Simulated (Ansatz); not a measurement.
Consider the formal exchange of groups at the Si–O bond: `CC[SiH2]O[SiH3]` + `OC(O)[SiH3]` → `OC(O)[SiH2][SiH3]` + `CC[SiH2]O`.

Calculated with Ansatz (gas phase, PBE0-D4/def2-TZVP geometries, no zero-point term in ΔE). CCSD(T)/CBS is the MP2 limit (def2-TZVPP, def2-QZVPP) plus CCSD(T) − MP2 in def2-TZVPP, frozen cores. Functionals use def2-TZVPP. Each species was taken in one conformer, which may not be the lowest.

Problem. Is it downhill or uphill in electronic energy at CCSD(T)/CBS, and by how much? (Best estimate.)

Solution. The calculation gave: Uphill: ΔE = +104.1 kJ/mol.

Problem. What do these levels give: PBE0-D4, ωB97X-V, r2SCAN, HF/def2-TZVPP, SCS-MP2/def2-TZVPP, MP2/CBS(def2)? (An estimate is asked.)

Solution. The calculation gave: PBE0-D4 86.1, ωB97X-V 101.4, r2SCAN 95.7, HF/def2-TZVPP 132.4, SCS-MP2/def2-TZVPP 116.2, MP2/CBS(def2) 111.2 kJ/mol.

Largest T1 diagnostic among the species: 0.013.

From PBE to PBE0 (25 % exact exchange), in def2-TZVPP and without D4, ΔE moves by +9.1 kJ/mol. In def2-TZVPP, CCSD(T) changes the Hartree–Fock value by −28.8 kJ/mol (the triples alone add −4.1 kJ/mol) and MP2 by −21.8 kJ/mol.
